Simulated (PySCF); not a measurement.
# S⁺: ionisation energy

S⁺ [Ne] 3s2 3p3 (4S) → S²⁺ [Ne] 3s2 3p2 (3P), as a difference of total energies. Computed with PySCF 2.14 in dyall-av3z (19s12p3d2f, 84 functions), with no relativity, point nucleus. Correlated levels: valence: [Ne] frozen; virtual orbitals above 40 to 60 times the deepest correlated orbital energy dropped. The calculations carry no spin-orbit coupling.

```json
{"method": "UHF", "ionisation energy (eV)": "22.731", "plus first-order spin-orbit estimate": "22.669", "error of that sum (eV)": "-0.669"}
{"method": "MP2 (valence)", "ionisation energy (eV)": "23.350", "plus first-order spin-orbit estimate": "23.289", "error of that sum (eV)": "-0.049"}
{"method": "SCS-MP2 (valence)", "ionisation energy (eV)": "23.162", "plus first-order spin-orbit estimate": "23.101", "error of that sum (eV)": "-0.237"}
{"method": "CCSD (valence)", "ionisation energy (eV)": "23.280", "plus first-order spin-orbit estimate": "23.219", "error of that sum (eV)": "-0.119"}
{"method": "CCSD(T) (valence)", "ionisation energy (eV)": "23.319", "plus first-order spin-orbit estimate": "23.258", "error of that sum (eV)": "-0.080"}
```

Reference: 23.338 eV (measured; NIST Atomic Spectra Database, ionization energies).

A first-order spin-orbit estimate (lowest level to lowest level, LS coupling) adds -0.061 eV.

Errors of the correlated levels include the incompleteness of this basis and the frozen core.
